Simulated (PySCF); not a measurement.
This PySCF input asks for the NMR shieldings of `[H]/N=C\C[C@H](F)C(C)C`, C$_{6}$H$_{12}$FN; the geometry comes from GFN2-xTB.

```python
import basis_set_exchange as bse
import numpy as np
from pyscf import gto, dft
from pyscf.prop import nmr

atoms = """
C    -1.559346    1.372939    0.053885
C    -1.170997    0.133100   -0.748754
C    -1.734605   -1.135508   -0.114629
C     0.348635    0.027348   -0.946400
F     0.739606    1.018713   -1.832671
C     1.183655    0.174255    0.327100
C     2.620833   -0.178583    0.064340
N     3.334542   -1.011171    0.666925
H    -1.077293    2.256013   -0.358673
H    -1.274730    1.267701    1.098289
H    -2.635605    1.519498    0.010388
H    -1.591442    0.232808   -1.756297
H    -1.449663   -2.015645   -0.686832
H    -1.378018   -1.256293    0.905759
H    -2.819862   -1.081751   -0.086644
H     0.588540   -0.921766   -1.446564
H     1.139212    1.216940    0.650650
H     0.772218   -0.463859    1.111178
H     3.085390    0.357944   -0.758099
H     2.873782   -1.502003    1.434315
"""
names = dict.fromkeys(["C", "F", "N", "H"], "pcSseg-1")
basis = {el: gto.basis.parse(bse.get_basis(n, elements=[el], fmt="nwchem")) for el, n in names.items()}
mol = gto.M(atom=atoms, basis=basis, charge=0, verbose=0)
mf = dft.RKS(mol, xc="PBE0")
mf.grids.level = 2
mf.grids.alignment = dft.numint.BLKSIZE   # the property module wants whole blocks of grid points
mf.conv_tol = 1e-9
mf.kernel()

calc = nmr.RKS(mf)   # GIAO
C = mf.mo_coeff
Co = C[:, mf.mo_occ > 0]
resp = mf.gen_response(singlet=True, hermi=2)
def vind(x):   # induced exchange potential for any number of trial vectors
    d = np.einsum("pi,xij,qj->xpq", C, 2 * x.reshape(-1, C.shape[1], Co.shape[1]), Co, optimize=True)
    return np.einsum("xpq,pi,qj->xij", resp(d - d.transpose(0, 2, 1)), C, Co, optimize=True).ravel()
mo1, _ = nmr.rhf.solve_mo1(calc, with_cphf=vind)
sigma = calc.kernel(mo1)
for i, s in enumerate(sigma):   # ppm
    print("%2d %-2s %9.2f" % (i, mol.atom_pure_symbol(i), np.trace(s) / 3))
```

Problem. What are the results?

Solution. 
```
 0 C     170.45
 1 C     149.97
 2 C     166.99
 3 C      87.78
 4 F     378.01
 5 C     140.78
 6 C      11.44
 7 N     -95.41
 8 H      30.26
 9 H      31.22
10 H      30.75
11 H      29.61
12 H      30.74
13 H      31.21
14 H      30.54
15 H      27.16
16 H      29.17
17 H      30.23
18 H      23.53
19 H      20.96
```

These numbers come from an equivalent density-fitted implementation of the same equations, which agrees with the script to about 0.01 ppm for H and up to a few tenths of a ppm for heavy atoms, so last digits may differ.

Problem. Turn these shieldings into chemical shifts. δ = σ(ref) − σ, references computed at the same level: ¹³C (186.93 ppm) and ¹H (31.72 ppm) vs TMS; CFCl3 for ¹⁹F (170.95 ppm); NH3 for ¹⁵N (267.73 ppm).

Solution. Averaging equivalent atoms: C 6: 175.5; C 3: 99.1; C 5: 46.1; C 1: 37.0; C 2: 19.9; C 0: 16.5; F 4: -207.1; N 7: 363.1; H 19: 10.76; H 18: 8.18; H 15: 4.56; H 16: 2.55; H 11: 2.11; H 17: 1.49; H 8/9/10: 0.98; H 12/13/14: 0.88 ppm. Unscaled 19F shifts against computed CFCl3 carry errors that often reach 10 to 50 ppm. Experimental scales use liquid or dissolved standards, which lie at an offset from isolated NH3 (liquid NH3: subtract about 20 ppm). Unscaled 15N shifts of sp2 nitrogen often come out too high even then, by a few to some tens of ppm.

Size and cost of the density-fitted run: 196 basis functions, 35 s wall time on 1 thread of an Arm Neoverse V2, shared host; peak memory 0.86 GiB.
